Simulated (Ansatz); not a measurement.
System: F2Si, singlet: symmetric bend, bond length relaxed. Scanned: F-Si-F angle. Other coordinates (Si-F bond length) were minimised at PBE0/def2-TZVP.

The free coordinates were minimised at PBE0/def2-TZVP in PySCF; the energy column is CCSD(T) on RHF/aug-cc-pVQZ, frozen core run with Ansatz (an electronic-structure program), in kcal/mol.

```
a / °  Si-F bond length / Å     E
-----  --------------------  ----
180                   1.634  43.2
167                   1.632  40.9
157                   1.626  36.0
147                   1.619  28.8
137                   1.611  20.4
127                   1.604  12.0
117                   1.600   5.1
107                   1.600   0.6
97                    1.604   0.0
87                    1.617   5.1
80                    1.636  13.8
```
